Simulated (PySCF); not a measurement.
Si(H)2(Br)(OH) (BrH₃OSi), SMILES O[SiH2]Br. The structure is a stationary point at PBE-D3(BJ)/def2-TZVP. Other conformers were not sampled.

These are PBE-D3(BJ)/def2-TZVP run with PySCF values and carry that method's errors.

Harmonic wavenumbers (cm⁻¹): 183, 273, 410, 569, 693, 813, 860, 895, 931, 2176, 2223, 3758. Rotational constants (GHz): 18.62, 2.482, 2.261; symmetry number 1.

Q: Work out the zero-point energy and the ideal-gas rigid-rotor harmonic-oscillator thermochemistry at 298.15 K and 1 atm.

A: ZPE = ½ Σ hcν = ½ × 13784 cm⁻¹ = 19.70 kcal/mol. H − E(el) = 23.25 kcal/mol. Entropy in cal/(mol K): translation 40.43, rotation 25.53, vibration 6.25, total 72.21. G − E(el) = 1.72 kcal/mol. Cp = 17.09 cal/(mol K).
